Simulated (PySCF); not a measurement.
# Circular dichroism: SMILES CC(=O)[C@H]1CC[C@@H]1N, C6H11NO

Geometry (Å), atoms numbered from 1 in this order:
```xyz
19

C     2.498    0.714   -0.780
C     1.503    0.275    0.266
O     1.818    0.007    1.399
C     0.088    0.170   -0.236
C    -0.303   -1.239   -0.746
C    -1.595   -1.164    0.077
C    -1.034    0.062    0.819
N    -1.918    1.207    0.845
H     3.512    0.487   -0.459
H     2.406    1.791   -0.914
H     2.287    0.233   -1.732
H    -0.130    0.942   -0.973
H    -0.418   -1.336   -1.823
H     0.380   -2.005   -0.384
H    -1.831   -2.031    0.689
H    -2.459   -0.892   -0.525
H    -0.613   -0.206    1.799
H    -2.747    0.996    1.392
H    -1.453    1.998    1.278
```

Method: TDDFT PBE0/def2-SVPD circular dichroism and optical rotation, one conformer, gas phase in PySCF 2.14.0. Geometry: GFN2-xTB.

The molecule is flexible and this is one conformer; a measurement averages over conformers. States above about 6.8 eV (minus the energy of the highest occupied orbital) lie near or above the ionisation threshold and depend on the basis.

Task: Assign R or S to each stereocentre.

Result: C4 S, C7 S.

Task: Which excitations and rotatory strengths does the calculation give?

Result: Rotatory strengths R in 10⁻⁴⁰ esu² cm², velocity form and length form (origin at the centre of mass); f in length form.
| state | E (eV) | λ (nm) | f | R (velocity) | R (length) | main |
| --- | --- | --- | --- | --- | --- | --- |
| 1 | 4.42 | 280 | 6e-05 | -2.8 | -2.1 | HOMO−1→LUMO 0.59, HOMO→LUMO 0.39 |
| 2 | 5.49 | 226 | 0.014 | +5.6 | +6.0 | HOMO→LUMO 0.61, HOMO−1→LUMO 0.38 |
| 3 | 6.31 | 197 | 0.021 | -23.6 | -23.2 | HOMO→LUMO+2 0.48, HOMO→LUMO+1 0.43 |
| 4 | 6.65 | 187 | 0.013 | +14.1 | +14.2 | HOMO→LUMO+1 0.47, HOMO→LUMO+2 0.33 |
| 5 | 6.91 | 180 | 0.020 | +32.6 | +31.5 | HOMO−1→LUMO+1 0.71, HOMO→LUMO+2 0.13 |
| 6 | 7.02 | 177 | 0.0003 | +1.6 | +1.2 | HOMO→LUMO+3 0.92 |
| 7 | 7.05 | 176 | 0.009 | +8.7 | +8.9 | HOMO−2→LUMO 0.91 |
| 8 | 7.16 | 173 | 0.001 | +1.9 | +1.9 | HOMO−1→LUMO+2 0.86 |
| 9 | 7.27 | 171 | 0.013 | -3.6 | -2.4 | HOMO→LUMO+4 0.84 |
| 10 | 7.47 | 166 | 0.013 | +15.4 | +14.9 | HOMO−1→LUMO+3 0.85 |
| 11 | 7.63 | 162 | 0.032 | +18.6 | +19.3 | HOMO−3→LUMO 0.88 |
| 12 | 7.71 | 161 | 0.014 | -1.8 | -2.2 | HOMO−1→LUMO+4 0.83 |
| 13 | 7.84 | 158 | 0.016 | -12.2 | -12.2 | HOMO−4→LUMO 0.80 |
| 14 | 7.87 | 158 | 0.006 | +9.8 | +8.9 | HOMO→LUMO+5 0.51, HOMO→LUMO+6 0.17 |
| 15 | 7.99 | 155 | 0.010 | +15.5 | +14.7 | HOMO→LUMO+6 0.68, HOMO→LUMO+5 0.19 |
| 16 | 8.16 | 152 | 0.005 | -1.2 | +0.3 | HOMO→LUMO+7 0.52, HOMO−1→LUMO+5 0.17 |

For state 16 the two forms differ in sign, so the sign of R isn't settled.

Among the states computed, the strongest CD band (largest |R|) is state 5. The largest dissymmetry factor in size, g = 4R/(D+G), with D and G the electric and magnetic dipole strengths, is -0.24 for state 1 (velocity form, f = 7e-05), among bands with |R| over 0.5. The mirror image has the same energies and oscillator strengths and all R with the opposite sign.
